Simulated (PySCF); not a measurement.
## Electronic structure of Se+ (selenium, charge +1) at the UHF level

Configuration: [Ar] 3d10 4s2 4p3, high-spin 4S determinant. All numbers are calculated (PySCF 2.14, scalar relativity by spin-free X2C-1e, in Sapporo-DKH3-DZP-2012 (6s5p3d1f, 43 functions)).

```
Total energy                        : -2427.698462 hartree
One-electron energy                 : -3366.4229 hartree
Hartree (Coulomb) energy            : 1025.4120 hartree
Exchange energy                     : -86.6875 hartree
⟨S²⟩                                : 3.7507
⟨L²⟩                                : 0.000
Sum of ⟨r⟩                          : 22.31 bohr
Sum of ⟨r²⟩                         : 30.90 bohr²
Langevin diamagnetic susceptibility : -24.5 ×10⁻⁶ cm³/mol
Time after the integrals            : 0.15 s of wall time on 1 thread of Intel(R) Xeon(R) Platinum 8488C (shared host)
```

```csv
shell,electrons,mean orbital energy (eV),"rms radius, mean of both spins (bohr)"
1s α,1,-12747.4,0.0508
1s β,1,-12747.1,0.0508
2s α,1,-1706.8,0.212
2s β,1,-1706.7,0.212
2p α,3,-1498.0,0.189
2p β,3,-1497.7,0.189
3s α,1,-261.45,0.612
3s β,1,-260.82,0.612
3p α,3,-193.77,0.636
3p β,3,-192.92,0.636
3d α,5,-81.258,0.696
3d β,5,-80.816,0.696
4s α,1,-36.656,1.91
4s β,1,-28.257,1.91
4p α,3,-21.443,2.26
```

Densities and radii are taken from the X2C orbitals without a picture-change correction, which distorts them close to the nucleus.
